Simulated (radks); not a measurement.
Results of a calculation; reference values are marked as such.
Mean orbital radii <r> (bohr) of the bromine ion Br4+, [Ar] 3d10 4s2 4p1, of relativity; Dirac values are averaged over j with weights 2j + 1. Spin-unpolarised spherical Kohn-Sham, PBE, point nucleus unless stated (finite: rms radius 4.1629 fm), a radial shooting solver on a logarithmic mesh with Libxc functionals. A level marked "c x" has the speed of light scaled by that factor and shares open shells by 2j + 1; other Dirac levels either fill j = l - 1/2 first or share by 2j + 1.

| shell | non-rel. |
|---|---|
| 1s | 0.04369 |
| 2s | 0.1937 |
| 2p | 0.1671 |
| 3s | 0.5618 |
| 3p | 0.5677 |
| 3d | 0.5832 |
| 4s | 1.529 |
| 4p | 1.700 |

Give the values at the level "Dirac, c x 2".

Answer. 
shell  Dirac, c x 2  change of magnitude (%)
1s          0.04345                    -0.53
2s           0.1926                    -0.57
2p           0.1667                    -0.27
3s           0.5591                    -0.49
3p           0.5665                    -0.21
3d           0.5837                    +0.09
4s            1.523                    -0.38
4p            1.698                    -0.12
